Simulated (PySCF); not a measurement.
Input file for PySCF: R-MP2/6-31G* on CHN (SMILES C#N).

```python
from pyscf import gto, scf, dft, mp
from pyscf.data.elements import chemcore

mol = gto.M(
    atom='''
    C    -0.17015957   -0.24940844    3.19756894
    N     0.43949543   -0.29032169    4.16821861
    H    -0.72633407   -0.21388892    2.27671069
    ''',
    basis='6-31g*',
    cart=True,
    charge=0, spin=0, verbose=3, max_memory=1800)
mf = scf.RHF(mol)
mf.conv_tol = 1e-8
mf.max_cycle = 100
mf.kernel()
if not mf.converged:
    mf = mf.newton().run(mf.mo_coeff, mf.mo_occ)
pt = mp.MP2(mf, frozen=chemcore(mol)).run()
```

### Question
Give the final energy of this run.

### Answer
-93.1569 hartree.
